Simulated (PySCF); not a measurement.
Level of theory: PBE0 in PySCF with V def2-SVPD, O def2-SVPD; no relativity; density-fitted integrals.

```xyz
4
charge -1 multiplicity 1, angstrom
V     0.0000    0.0000    0.0000
O     0.0016    0.0000    1.6352
O     1.4154    0.0000   -0.8190
O    -1.4169    0.0000   -0.8163
```

[VO3]- (singlet), along the line from V1 (at 0) through O2 (at 1.635 Å).

Problem. Tabulate the fields along this line at -0.49, -0.33, -0.16, 0.08, 0.25, 0.41, 0.57, 0.74, 0.90, 1.06, 1.23, 1.39, 1.55, 1.80, 1.96, 2.13, 2.29, 2.45, 2.62 Å.

Solution. 
| distance (Å) | electron density (e/Å³) | electron localisation function | electrostatic potential (V) |
| --- | --- | --- | --- |
| -0.49 | 7.37 | 0.852 | 88.1 |
| -0.33 | 14.2 | 0.391 | 240 |
| -0.16 | 127 | 0.786 | 845 |
| 0.08 | 570 | 0.531 | 2440 |
| 0.25 | 23.7 | 0.136 | 426 |
| 0.41 | 9.62 | 0.653 | 145 |
| 0.57 | 4.24 | 0.669 | 57.8 |
| 0.74 | 1.95 | 0.335 | 26.5 |
| 0.90 | 1.75 | 0.452 | 16 |
| 1.06 | 2.65 | 0.781 | 21.4 |
| 1.23 | 4.65 | 0.75 | 55.2 |
| 1.39 | 8.23 | 0.158 | 175 |
| 1.55 | 187 | 0.991 | 939 |
| 1.80 | 23.1 | 0.273 | 348 |
| 1.96 | 5.99 | 0.559 | 93 |
| 2.13 | 3.06 | 0.872 | 26.9 |
| 2.29 | 1.43 | 0.886 | 4.76 |
| 2.45 | 0.626 | 0.845 | -3.03 |
| 2.62 | 0.27 | 0.756 | -5.65 |

On a grid of 0.08 Å the density has a local minimum along the bond near 0.82 Å from V, at 1.68 e/Å³, where the ELF is 0.31.

The lowest empty level of this anion is unbound, so it and the gap depend on the basis.
